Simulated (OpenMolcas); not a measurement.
Re4+: moving the ligands

Re4+ with 5 ligands (fluoride) in trigonal bipyramidal coordination (D3h) at 1.88 Å, the axial distance 2.049 Å. A charge of +0.2 e stands 2.8 Å behind each ligand. Ligand basis ANO-RCC-VDZP.
```
Re    0.0000    0.0000    0.0000
F     1.8800    0.0000    0.0000
F    -0.9400    1.6281    0.0000
F    -0.9400   -1.6281    0.0000
F     0.0000    0.0000    2.0492
F     0.0000    0.0000   -2.0492
```

```yaml
Program: OpenMolcas 26.06
Method: CASSCF
Basis: ANO-RCC-VTZP [8s7p5d3f2g1h]
Scalar_Hamiltonian: DKH2, point nucleus
Active_space: 3 electrons in 5 orbitals (5d)
State_averaging: 2S+1 = 4 even, 10 roots; 2S+1 = 2 even, 40 roots
Spin-orbit_coupling: state interaction with AMFI integrals over the reference wave functions
```

Runs around this geometry, states (labels of D3, the rotations of D3h). Energies in cm-1 above the lowest state or level, χT in cm3 K/mol.

```csv
R (Å),Ground state,First state of that spin,First gap with spin-orbit (degeneracies),χT at 300 K,First state of another spin
1.82,4E,4E 19563,"611.3 (2, 2)",0.591,2E 2815
1.88,4E,4E 17703,"826.7 (2, 2)",0.540,2E 4614
1.99,4E,4E 14809,"970.8 (2, 2)",0.469,2E 7277
```

Taking the first state of the same spin as R^-n, n = -ln(14809 / 19563) / ln(1.99 / 1.82) = 3.1 between the shortest and longest distance.

An orbital doublet at a regular site is open to a Jahn-Teller distortion, which this geometry leaves out. Without dynamic correlation the repulsion within the d shell is too large (B by tens of per cent), so at a given field states of lower spin stand too high. With metal d orbitals alone the field can be off either way by tens of per cent. Ligand-to-metal charge-transfer states are missing. With no ligand orbital active B as a rule stays too high, so bands that hang on it stand too high and its fall with covalency is understated. The least metal-like active orbital is 74 % on the metal (Löwdin) and no ligand orbital is active, so the numbers are rough (holds for R = 1.82). The least metal-like active orbital is 76 % on the metal (Löwdin) and no ligand orbital is active, so the numbers are rough (holds for R = 1.88). The least metal-like active orbital is 78 % on the metal (Löwdin) and no ligand orbital is active, so the numbers are rough (holds for R = 1.99). No measured value stands beside these numbers; the geometry was imposed, not optimised, and the real ion may take another.
